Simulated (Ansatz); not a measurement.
`C[SiH](F)B[SiH3]` + H–F → `FB[SiH3]` + `C[SiH2]F` at 600 K and 1 bar (cleavage of the B–Si bond).

Calculated with Ansatz (gas phase, PBE0-D4/def2-TZVP geometries, no zero-point term in ΔE). CCSD(T)/CBS is the MP2 limit (def2-TZVPP, def2-QZVPP) plus CCSD(T) − MP2 in def2-TZVPP, frozen cores. This one scheme is used for every species. One conformer a species, not always the lowest.

| species | CCSD(T)/CBS energy (Eh) | H − E (kJ/mol) | S (J/(mol·K)) |
| --- | --- | --- | --- |
| `C[SiH](F)B[SiH3]` | -745.64129 | 301.7 | 516.8 |
| H–F | -100.39570 | 42.3 | 194.0 |
| `FB[SiH3]` | -416.08982 | 146.0 | 360.6 |
| `C[SiH2]F` | -430.00374 | 191.4 | 351.0 |

H − E and S are ideal-gas, rigid-rotor, harmonic terms from PBE0-D4/def2-TZVP, for one conformer and one mirror image of each species. 1 Eh = 2625.50 kJ/mol, R = 8.31446 J/(mol·K).

Question: By hand: ΔE, ΔH, ΔS and ΔG.

Answer: ΔE = (-416.08982) + (-430.00374) − (-745.64129) − (-100.39570) = -0.05657 Eh = -148.5 kJ/mol. Δ(H − E) = 146.0 + 191.4 − 301.7 − 42.3 = -6.6, so ΔH = -155.1 kJ/mol. ΔS = 360.6 + 351.0 − 516.8 − 194.0 = 0.8 J/(mol·K). ΔG = -155.1 − 600 × (0.8)/1000 = -155.6 kJ/mol.

Question: By hand: the equilibrium constant, and the temperature at which ΔG would vanish if ΔH and ΔS stayed fixed.

Answer: log₁₀ K = −ΔG/(RT ln 10) = 13.5. ΔH and −TΔS have one sign here, so there is no such temperature. One of them is within its doubt of zero, so this could turn.

The number of gas molecules stays the same, so ΔS is small and ΔH decides. A doubt of 5 kJ/mol in ΔE shifts log₁₀ K by 0.4 here. Other conformers and mirror images would add mixing entropy, several J/(mol·K) or more a flexible species. Modes under 60 cm⁻¹, often nearly free rotors, make the harmonic entropy too high. These are equilibria of isolated gas molecules and say nothing of rates. Largest T1 diagnostic: 0.014 (customary marks: 0.02 for closed shells, 0.045 for open ones).
